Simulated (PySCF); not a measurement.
Choosing a molecule for a target property.

Species are written as SMILES; each is one conformer at its optimised geometry, gas phase, non-relativistic unless stated. Electronic properties by PySCF.

The conformers computed, where there is a choice (atom-mapped SMILES and torsion angles):
- `[CH:1]#[C:2][C:3](=[C:4]=[S:5])[SiH2:6][C:7]#[C:8][CH3:9]`: C2–C3–Si6–C7 -177°
- `[CH2:1]=[CH:2][SiH2:3][PH:4][SiH2:5][Cl:6]`: C1–C2–Si3–P4 -3°, C2–Si3–P4–Si5 -79°, Si3–P4–Si5–Cl6 -49°

The conformers of `F[Si@@H]1CCC(=S)C1` aren't listed.

Question: Wanted: lowest triplet excitation (Tamm–Dancoff) below 2.15 eV (TDA CAM-B3LYP/def2-SVPD) and HOMO–LUMO gap below 8 eV (CAM-B3LYP/def2-SVPD), at GFN2-xTB geometries. Which candidate meets both?
A. `CC1=CC=C[SiH2]1`
B. `C#CC(=C=S)[SiH2]C#CC`
C. `C(=C)[SiH2]P[SiH2]Cl`
D. `F[Si@@H]1CCC(=S)C1`

Answer: D. Computed values:
```
             species  lowest triplet excitation (Tamm–Dancoff)  HOMO–LUMO gap
  F[Si@@H]1CCC(=S)C1                                   2.07 eV        6.70 eV
C#CC(=C=S)[SiH2]C#CC                                   2.22 eV        6.37 eV
     CC1=CC=C[SiH2]1                                   2.58 eV        7.42 eV
C(=C)[SiH2]P[SiH2]Cl                                   4.36 eV        9.11 eV
```
